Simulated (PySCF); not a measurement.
A side-by-side comparison of computed properties.

First species: C2H5F3OSi.
InChI=1S/C2H5F3OSi/c1-6-7-2(3,4)5/h7H2,1H3

Second species: C5H10OSi.
Z-matrix (Å and degrees, GFN2-xTB geometry), rows numbered from 1:
```
C 
Si  1  1.8888
O   2  1.6309  1  102.56
C   3  1.3516  2  130.43  1  -172.14
C   4  1.4937  3  130.70  2  -134.04
C   4  1.4811  3  135.29  2   138.47
C   4  1.4927  3  132.12  2    49.60
H   1  1.0848  2  110.14  3  -174.88
H   1  1.0858  2  111.62  3   -55.11
H   1  1.0862  2  111.71  3    65.49
H   2  1.4669  1  112.04  3  -118.64
H   2  1.4671  1  112.50  3   118.45
H   5  1.0823  4  117.28  6   107.39
H   5  1.0855  4  119.33  6  -108.25
H   6  1.0673  4  137.35  5  -120.78
H   7  1.0855  4  119.62  6   108.27
H   7  1.0829  4  117.02  6  -107.41
```

Levels: CAM-B3LYP/def2-SVPD for dipole moment, HOMO energy, LUMO energy, HOMO–LUMO gap, static isotropic polarisability and electronic spatial extent ⟨r²⟩ about the centre of nuclear charge; TDDFT CAM-B3LYP/def2-SVPD for lowest singlet excitation; TDA CAM-B3LYP/def2-SVPD for lowest triplet excitation (Tamm–Dancoff); GFN2-xTB for rotational constant A and rotational constant C. Geometries: GFN2-xTB. All species are isolated and taken at one optimised geometry, non-relativistic unless stated. Electronic properties by PySCF.

Dipoles, sizes and rotational constants follow the conformer. The torsions of the flexible species, by atom-mapped SMILES:
- `[CH3:1][O:2][SiH2:3][C:4]([F:5])([F:6])[F:7]`: C1–O2–Si3–C4 180°, O2–Si3–C4–F5 63°
- `[CH3:1][SiH2:2][O:3][C@:4]12[CH2:5][C@H:6]1[CH2:7]2`: C1–Si2–O3–C4 -172°, Si2–O3–C4–C5 -134°

```csv
property,column X,column Y
dipole moment,4.12 D,0.56 D
HOMO energy,-10.32 eV,-7.92 eV
LUMO energy,0.56 eV,1.32 eV
HOMO–LUMO gap,10.88 eV,9.24 eV
lowest singlet excitation,7.25 eV,6.44 eV
lowest triplet excitation (Tamm–Dancoff),6.92 eV,6.29 eV
static isotropic polarisability,56.9 au,84.0 au
electronic spatial extent ⟨r²⟩ about the centre of nuclear charge,1025 bohr²,1174 bohr²
rotational constant A,4.145 GHz,5.959 GHz
rotational constant C,1.171 GHz,1.072 GHz
```

Q: Which column belongs to which species?

A: Column X is the first species and column Y the second. The first has 12 atoms and 66 electrons, the second 17 and 62.

Q: How does each property change from the first species to the second?

A: dipole moment -3.56 D; HOMO energy +2.40 eV; LUMO energy +0.76 eV; HOMO–LUMO gap -1.64 eV; lowest singlet excitation -0.81 eV; lowest triplet excitation (Tamm–Dancoff) -0.63 eV; static isotropic polarisability +27.1 au; electronic spatial extent ⟨r²⟩ about the centre of nuclear charge +149 bohr²; rotational constant A +1.814 GHz; rotational constant C -0.099 GHz.

On the first: The vertical singlet–triplet gap S1 − T1 is 0.33 eV (TDDFT singlet less Tamm–Dancoff triplet; S1: HOMO→LUMO, weight 0.92; T1: HOMO→LUMO, weight 0.85). S1 lies 3.63 eV below the HOMO–LUMO gap; its leading configuration is HOMO→LUMO, weight 0.92.

On the second: The polarisability is 12.45 Å³ as a volume (1 au = 0.148185 Å³), or 1.35 au for each of the 62 electrons. The dipole equals about 1.9 × 10⁻³⁰ C·m (1 D = 3.33564 × 10⁻³⁰ C·m). GFN2-xTB frequencies show an imaginary mode (26i cm⁻¹), so this geometry is no minimum at that level.
